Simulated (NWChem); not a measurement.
Species: Si2H4OCl2; SMILES O[SiH2][SiH](Cl)Cl

```xyz
9

O      0.3660     2.8248     0.1356
Si    -0.8041     1.6996    -0.2464
Si    -0.0535    -0.3797     0.5380
Cl    -1.1137    -1.9313    -0.3250
Cl     1.9327    -0.4544    -0.0883
H      1.2692     2.5778    -0.0921
H     -1.0263     1.5504    -1.7183
H     -2.0643     2.1339     0.4139
H     -0.0460    -0.6053     2.0088
```
Atoms are numbered in this order, from 1.

All runs: NWChem. STO-3G and 3-21G are far too small for this property and stand as cheap habits. All runs use the structure optimised with PBE0/def2-SVP. GIAO values for the isolated, static molecule; σ is the absolute isotropic shielding, δ = σ(reference) − σ with the isolated reference molecule computed at the same levels (1H: tetramethylsilane, 17O: water, 29Si: tetramethylsilane).

For level Hartree-Fock/STO-3G:

```
Item          Value
-----------  ------
δ O1 (ppm)    -92.5
δ Si3 (ppm)    21.0
σ Cl4 (ppm)  1211.3
σ Cl5 (ppm)  1210.5
δ H7 (ppm)     2.70
δ H8 (ppm)     2.79
δ H9 (ppm)     3.42
```

**Question.** What are these values for level LDA (Slater exchange, VWN5)/pcSseg-1?

**Answer.** The δ O1 (ppm) comes out as 11.2 and the δ Si3 (ppm) is 33.9. The σ Cl4 (ppm) comes out as 857.5 and the σ Cl5 (ppm) is 864.7. The δ H7 (ppm) comes out as 5.58. The δ H8 (ppm) is 5.47 and the δ H9 (ppm) is 6.62.
